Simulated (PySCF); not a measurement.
AlI2, SMILES [I][Al][I], multiplicity 2.

Geometry optimised at B3LYP-D3(BJ)/def2-SVP. The spin state was assumed, not searched. The isomer is the one that the SMILES or the coordinates give; other isomers of the formula were not compared. The def2 effective core potentials stand for the cores of I; spin–orbit coupling is left out.

Computed with TDA-CAM-B3LYP/def2-SVPD (PySCF).

Vertical excitations. Gas-phase values at a fixed geometry.

| state | energy (eV) | λ (nm) | f | main pairs |
|---|---|---|---|---|
| root 1 | 2.69 | 460 | 0.016 | α HOMO→LUMO 95 % |
| root 2 | 2.96 | 419 | 0.000 | β HOMO→LUMO 97 % |
| root 3 | 3.12 | 398 | 0.000 | β HOMO−1→LUMO 97 % |
| root 4 | 3.49 | 355 | 0.010 | β HOMO−3→LUMO 94 % |
| root 5 | 3.49 | 355 | 0.009 | β HOMO−2→LUMO 94 % |
| root 6 | 4.27 | 290 | 0.033 | α HOMO−2→LUMO 16 %, β HOMO−4→LUMO 78 % |
| root 7 | 4.46 | 278 | 0.063 | α HOMO→LUMO+1 86 % |
| root 8 | 4.55 | 273 | 0.000 | α HOMO−1→LUMO 97 % |
| root 9 | 4.71 | 263 | 0.012 | α HOMO−2→LUMO 58 %, β HOMO−1→LUMO+1 26 %, β HOMO−4→LUMO 10 % |
| root 10 | 4.93 | 252 | 0.000 | β HOMO→LUMO+1 96 % |
Unrestricted roots are not spin-pure.
